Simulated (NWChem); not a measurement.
System: GaH, singlet; SMILES [GaH]

The following NWChem deck was run.

```
start job
memory heap 200 mb stack 900 mb global 1100 mb
geometry units angstroms noautosym nocenter noautoz
  Ga     0.000000     0.000000    -0.051652
  H      0.000000     0.000000    -1.734079
end
basis spherical
  * library 3-21g
end
dft
  xc xcamb88 1.00 lyp 0.81 vwn_5 0.19 hfexch 1.00
  cam 0.33 cam_alpha 0.19 cam_beta 0.46
  iterations 150
  vectors input atomic output neutral.movecs
end
task dft energy
charge 1
dft
  odft
  mult 2
  vectors input atomic output cation.movecs
end
task dft energy
```

NWChem printed, in part:

```
             Northwest Computational Chemistry Package (NWChem) 7.3.0
             --------------------------------------------------------

                             Geometry "geometry" -> ""
                             -------------------------

 Output coordinates in angstroms (scale by  1.889725989 to convert to a.u.)

  No.       Tag          Charge          X              Y              Z
 ---- ---------------- ---------- -------------- -------------- --------------
    1 Ga                  31.0000     0.00000000     0.00000000    -0.05165200
    2 H                    1.0000     0.00000000     0.00000000    -1.73407900

 Effective nuclear repulsion energy (a.u.)       9.7504942081

                                 NWChem DFT Module
                                 -----------------

 Summary of "ao basis" -> "ao basis" (spherical)
 ------------------------------------------------------------------------------
       Tag                 Description            Shells   Functions and Types
 ---------------- ------------------------------  ------  ---------------------
 Ga                          3-21g                  10       22   5s4p1d
 H                           3-21g                   2        2   2s

            General Information
            -------------------
          SCF calculation type: DFT
          Wavefunction type:  closed shell.
          No. of atoms     :     2
          No. of electrons :    32
           Alpha electrons :    16
            Beta electrons :    16
          Charge           :     0
          Spin multiplicity:     1
          Use of symmetry is: off; symmetry adaption is: off
          Maximum number of iterations: 150
          AO basis - number of functions:    24
                     number of shells:    12
          Convergence on energy requested:  1.00D-06
          Convergence on density requested:  1.00D-05
          Convergence on gradient requested:  5.00D-04

              XC Information
              --------------
                     Hartree-Fock (Exact) Exchange  1.000
                   CAM-Becke88 Exchange Functional  1.000
                      VWN V Correlation Functional  0.190 local
              Lee-Yang-Parr Correlation Functional  0.810

           Range-Separation Parameters
           ---------------------------
           Alpha           :  0.19
           Beta            :  0.46
           Gamma           :  0.33
           Short-Range HF  :     F

             Grid Information
             ----------------
          Grid used for XC integration:  medium
          Radial quadrature: Mura-Knowles
          Angular quadrature: Lebedev.
          Tag              B.-S. Rad. Rad. Pts. Rad. Cut. Ang. Pts.
          ---              ---------- --------- --------- ---------
          Ga                  1.30      112           7.0       590
          H                   0.35       45           8.0       434
          Grid pruning is: on
          Number of quadrature shells:   157
          Spatial weights used:  Erf1

      Superposition of Atomic Density Guess
      -------------------------------------

 Sum of atomic energies:       -1914.29078591

      Non-variational initial energy
      ------------------------------

 Total energy =   -1914.192297
 1-e energy   =   -2695.970269
 2-e energy   =     772.027478
 HOMO         =      -0.188963
 LUMO         =      -0.004019

   convergence    iter        energy       DeltaE   RMS-Dens  Diis-err
 ---------------- ----- ----------------- --------- --------- ---------
 d= 0,ls=0.0,diis     1  -1916.0227191132 -1.93D+03  1.92D-02  5.19D-02
 d= 0,ls=0.0,diis     2  -1916.0344790397 -1.18D-02  3.33D-03  2.28D-03
 d= 0,ls=0.0,diis     3  -1916.0350797887 -6.01D-04  7.65D-04  9.70D-05
 d= 0,ls=0.0,diis     4  -1916.0351105125 -3.07D-05  1.25D-04  1.70D-06
 d= 0,ls=0.0,diis     5  -1916.0351111015 -5.89D-07  8.31D-06  7.16D-09

         Total DFT energy =    -1916.035111101459
      One electron energy =    -2696.172807857291
           Coulomb energy =      845.955453030281
    Exchange-Corr. energy =      -75.568250482513
 Nuclear repulsion energy =        9.750494208064

 Numeric. integr. density =       31.999999470735

                       DFT Final Molecular Orbital Analysis
                       ------------------------------------

 Vector   14  Occ=2.000000D+00  E=-7.032772D-01
              MO Center= -3.6D-11, -5.3D-11, -5.1D-02, r^2= 2.0D-01
   Bfn.  Coefficient  Atom+Function         Bfn.  Coefficient  Atom+Function
  ----- ------------  ---------------      ----- ------------  ---------------
    19      0.707136  1 Ga d -1              21      0.707060  1 Ga d  1

 Vector   15  Occ=2.000000D+00  E=-4.460593D-01
              MO Center=  8.0D-09,  9.8D-09, -7.8D-01, r^2= 1.8D+00
   Bfn.  Coefficient  Atom+Function         Bfn.  Coefficient  Atom+Function
  ----- ------------  ---------------      ----- ------------  ---------------
    10      0.531526  1 Ga s                 14      0.277401  1 Ga s
     6      0.263683  1 Ga s                 24      0.243738  2 H  s
    23      0.188209  2 H  s                 13     -0.126415  1 Ga pz
     2      0.088237  1 Ga s                 20     -0.073562  1 Ga d  0
     9      0.062236  1 Ga pz

 Vector   16  Occ=2.000000D+00  E=-2.517558D-01
              MO Center= -1.8D-08, -2.1D-08, -1.1D-01, r^2= 3.1D+00
   Bfn.  Coefficient  Atom+Function         Bfn.  Coefficient  Atom+Function
  ----- ------------  ---------------      ----- ------------  ---------------
    24     -0.403697  2 H  s                 10      0.380383  1 Ga s
    14      0.337592  1 Ga s                 13      0.318983  1 Ga pz
    17      0.240290  1 Ga pz                23     -0.196030  2 H  s
     6      0.161392  1 Ga s                  9     -0.151492  1 Ga pz
    20      0.074906  1 Ga d  0               2      0.055627  1 Ga s

[...]
```

Level: CAM-B3LYP/3-21G, vertical spin-unrestricted ions. Low-valent species are run as closed-shell singlets; no triplet was tried in these runs. All runs use the structure optimised with PBE0/def2-SVP.
